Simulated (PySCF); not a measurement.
Telling isomers of C6H8Si apart by NMR

No solvent, relativity neglected, a single conformation, one averaged value for each set of equivalent atoms. Geometry from GFN2-xTB; PBE0/pcSseg-1 with gauge-including orbitals; PySCF.

Chemical shifts δ = σref − σ; ¹H (σref 31.72), ¹³C (σref 186.93) vs TMS, all at this level. Where no couplings were computed, multiplicities follow the n + 1 count of equivalent neighbours, and m marks all less simple cases (inequivalent or close neighbours, rings, F or P nearby). Shifts are as computed. Against solution values, carbons near 30 ppm lie about +3 ppm off and those near 130 ppm about +5 ppm. Of 1211 compounds with measured shifts, 218 miss one by over three times the rms of a fit or turn the order of signals round; such compounds aren't used in these exercises.

(1) Tabulate the signals of `C=C1[SiH2][C@H]1C#CC`, `[SiH3]c1ccccc1` and their relative energies.

(2) What is the quickest way to tell C=C1[SiH2][C@H]1C#CC from [SiH3]c1ccccc1?

Results:

(1) 
```json
{"SMILES": "C=C1[SiH2][C@H]1C#CC", "carbon types": "3×C 1×CH 1×CH2 1×CH3", "δC": "146.9, 135.3, 85.9, 77.2, 7.5, 5.2", "δH": "6.93 (br s, 1H), 6.67 (br s, 1H), 3.40 (m, 1H), 3.26 (m, 1H), 2.08 (m, 1H), 1.96 (s, 3H)", "E rel. (kcal/mol)": "85.8"}
{"SMILES": "[SiH3]c1ccccc1", "carbon types": "1×C 5×CH", "δC": "141.5, 135.2, 135.0, 133.3", "δH": "7.87 (d, 2H), 7.66 (m, 1H), 7.65 (m, 2H), 4.56 (s, 3H)", "E rel. (kcal/mol)": "0.0"}
```

Energies are electronic energies at PBE0/pcSseg-1 on these geometries, without zero-point or thermal terms, each for the one conformer computed, which needn't be the lowest.

(2) Count the carbon signals: 6 against 4. The first has a terminal =CH2 carbon at 135.3 ppm, the second an aromatic CH at 141.5 ppm. Their most deshielded carbons lie at 146.9 and 141.5 ppm. In the proton spectra the most deshielded non-exchanging signals are 6.93 (br s, 1H) and 7.87 (d, 2H).
